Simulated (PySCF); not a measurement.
SiClI, SMILES Cl[Si]I (connectivity only; charge and spin as stated), neutral, multiplicity 1.

The structure is a stationary point at B3LYP-D3(BJ)/def2-TZVP. The def2 effective core potentials stand for the cores of I; spin–orbit coupling is left out.

These are PySCF with TDDFT-PBE0/def2-SVPD values and carry that method's errors.

Vertical excitations.  State labels are in the subgroup Cs.

```csv
state,symmetry,energy (eV),λ (nm),f,main pairs
S1,A",3.09,401,0.007,HOMO→LUMO 99 %
S2,A",3.47,357,0.002,HOMO−1→LUMO 99 %
S3,A',4.09,303,0.031,HOMO−2→LUMO 92 %
S4,A',5.40,230,0.074,"HOMO→LUMO+1 68 %, HOMO−1→LUMO+1 24 %"
S5,A",5.59,222,0.005,HOMO−3→LUMO 96 %
S6,A',5.72,217,0.038,"HOMO→LUMO+2 48 %, HOMO−1→LUMO+1 41 %"
S7,A",5.82,213,0.003,HOMO−2→LUMO+1 97 %
S8,A',6.05,205,0.077,"HOMO−4→LUMO 65 %, HOMO−1→LUMO+2 11 %"
S9,A",6.21,200,0.004,HOMO−5→LUMO 96 %
S10,A',6.34,196,0.237,"HOMO→LUMO+2 35 %, HOMO−1→LUMO+2 23 %, HOMO−4→LUMO 21 %, HOMO−1→LUMO+1 12 %"
T1,A",1.98,626,0,HOMO→LUMO 89 %
T2,A",3.26,380,0,HOMO−1→LUMO 91 %
T3,A',3.30,376,0,HOMO−2→LUMO 99 %
T4,A',4.31,288,0,HOMO→LUMO+1 88 %
```
Triplets are in the Tamm–Dancoff approximation, which puts them higher than full response would, so one can lie above its singlet here.
